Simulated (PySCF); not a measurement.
ZrOF, SMILES [O]=[Zr][F] (connectivity only; charge and spin as stated), neutral, multiplicity 2.

Coordinates come from a r2SCAN-D4/def2-TZVP optimisation. The spin state was assumed, not searched. The def2 effective core potentials stand for the cores of Zr; spin–orbit coupling is left out.

These are PBE/def2-TZVPD (PySCF) values and carry that method's errors.

Isolated molecule, no solvent.

| Quantity | Value |
|---|---|
| total energy | -222.14004 hartree |
| point group | Cs |
| α spin, highest occupied and lowest empty level | -4.58 and -3.44 eV |
| β spin, highest occupied and lowest empty level | -7.45 and -3.37 eV |
| dipole moment | 4.30 D |
| quadrupole, principal values (traceless, Buckingham form, about the centre of nuclear charge) | -7.39, 3.58, 3.82 D·Å |
| mean static polarisability | 86.8 bohr³ (12.86 Å³) |
| polarisability, principal values | 64.4, 89.0, 107.0 bohr³ |
| ⟨S²⟩ | 0.753 (pure state 0.75) |
